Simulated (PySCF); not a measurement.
# SMILES [C-]#[N+][SiH2][SiH2][O-], [CH₄NOSi₂]-, charge -1

Molfile (atoms numbered from 1):
```
CH4NOSi2
     RDKit          3D

  9  8  0  0  0  0  0  0  0  0999 V2000
    2.6691   -0.5612   -1.2201 C   0  0  0  0  0  0  0  0  0  0  0  0
    1.8511   -0.1043   -0.5094 N   0  0  0  0  0  0  0  0  0  0  0  0
    0.4826    0.5007    0.5010 Si  0  0  0  0  0  4  0  0  0  0  0  0
   -1.6827   -0.4329    0.0649 Si  0  0  0  0  0  4  0  0  0  0  0  0
   -2.7255    0.1907    1.0584 O   0  0  0  0  0  0  0  0  0  0  0  0
    1.0140    0.2786    1.8912 H   0  0  0  0  0  0  0  0  0  0  0  0
    0.5988    1.9884    0.3049 H   0  0  0  0  0  0  0  0  0  0  0  0
   -1.8084   -0.1826   -1.4378 H   0  0  0  0  0  0  0  0  0  0  0  0
   -1.3712   -1.9281    0.1184 H   0  0  0  0  0  0  0  0  0  0  0  0
  1  2  3  0
  2  3  1  0
  3  4  1  0
  4  5  1  0
  3  6  1  0
  3  7  1  0
  4  8  1  0
  4  9  1  0
M  CHG  3   1  -1   2   1   5  -1
M  END
```

Method: TDDFT wB97X-D/aug-cc-pVDZ excited states, vertical, gas phase (PySCF). Geometry: PBE0-D3(BJ)/def2-SVP.

For a gas-phase anion, states above the detachment energy (about 4.0 eV, taken as minus the energy of the highest occupied orbital) lie in the continuum and depend on the basis.

Q: How strongly do the lowest singlets absorb one photon, and two photons of half the energy?

A: δ for parallel linear polarisation; σ at the peak of a Lorentzian of half width 0.1 eV, single beam; Ω is circular over linear.
```csv
state,E (eV),f,photon λ (nm),δ (au),σ (GM),Ω,main
S1,4.53,0.011,547,19.1,0.14,1.08,"HOMO→LUMO+2 0.29, HOMO→LUMO+1 0.16"
S2,4.81,0.006,516,24.4,0.21,1.50,"HOMO−1→LUMO+1 0.33, HOMO−1→LUMO+2 0.22"
S3,4.92,0.002,504,612,5.43,0.61,"HOMO→LUMO+1 0.62, HOMO→LUMO 0.19"
S4,5.08,0.081,488,233,2.20,0.59,"HOMO→LUMO 0.55, HOMO→LUMO+2 0.21"
S5,5.26,0.026,472,148,1.50,1.50,"HOMO−1→LUMO+1 0.52, HOMO−1→LUMO+2 0.19"
```

Among these, the strongest one-photon state is S4, the strongest two-photon state S3.
